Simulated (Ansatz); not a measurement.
CH₄BFS, 8 atoms. Charge 0, multiplicity 1. The bonds changed during the relaxation, so this is another structure than the one it started from. All runs use 2 threads of an Arm Neoverse V1 on a shared host. Correlated methods freeze the cores.

(1) Give the basis size and wall time and peak host memory of each of these runs in Ansatz. RKS PBE0-D4/def2-SVP energy; RHF-CCSD(T)/def2-SVP energy; RKS PBE0-D4/def2-TZVP relaxation (8 steps); RKS CAM-B3LYP-D4/def2-TZVPP energy; direct RPA on PBE orbitals/def2-TZVPP energy; RKS PBE0-D4/def2-QZVPP energy; RKS PBE0-D4/def2-TZVPP energy; RHF-MP2/def2-QZVPP energy; RHF-CCSD(T)/def2-TZVPP energy; RKS ωB97M-V/def2-QZVPP energy; RKS PBE0-D4/def2-TZVP frequencies; RKS ωB97M-V/def2-SVP energy. (Estimate.)

Results:

(1) Computed: Other jobs shared the machine, so times are rough.

```
                                level                   job  functions  wall time  peak host memory (GiB)
                 RKS PBE0-D4/def2-SVP                energy         80      1.1 s                    0.14
                 RHF-CCSD(T)/def2-SVP                energy         80      2.7 s                    0.23
               RKS PBE0-D4/def2-TZVPP                energy        191      3.1 s                     0.4
          RKS CAM-B3LYP-D4/def2-TZVPP                energy        191      3.7 s                    0.45
                 RKS ωB97M-V/def2-SVP                energy         80        4 s                    0.21
direct RPA on PBE orbitals/def2-TZVPP                energy        191      4.8 s                    0.36
               RKS PBE0-D4/def2-QZVPP                energy        361      7.5 s                    0.89
                   RHF-MP2/def2-QZVPP                energy        361       19 s                     1.6
               RKS ωB97M-V/def2-QZVPP                energy        361       19 s                     1.1
                RKS PBE0-D4/def2-TZVP  relaxation (8 steps)        154       30 s                     0.3
               RHF-CCSD(T)/def2-TZVPP                energy        191       65 s                     2.1
                RKS PBE0-D4/def2-TZVP           frequencies        154      110 s                    0.31
```
